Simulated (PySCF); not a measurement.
These are PBE-D3(BJ)/def2-TZVP // PBE-D3(BJ)/def2-SVP (PySCF) values and carry that method's errors. Gas-phase values, no solvent. 

Reference species: [Zn(F)2] (neutral, multiplicity 1).

| Quantity | Result |
|---|---|
| charge on the central atom (meta-Löwdin) | 1.37 e |
| HOMO | -8.58 eV |

Changed species: [Zn(F)(CH3)] (1 of 2 F replaced by CH3; the reference has 0 of 2 F replaced by CH3).

Task: What does the change do to the charge on the central atom (meta-Löwdin) and HOMO?

Result: the charge on the central atom (meta-Löwdin) falls by 0.23 e, to 1.14 e; the HOMO goes up by 0.95 eV, to -7.63 eV.
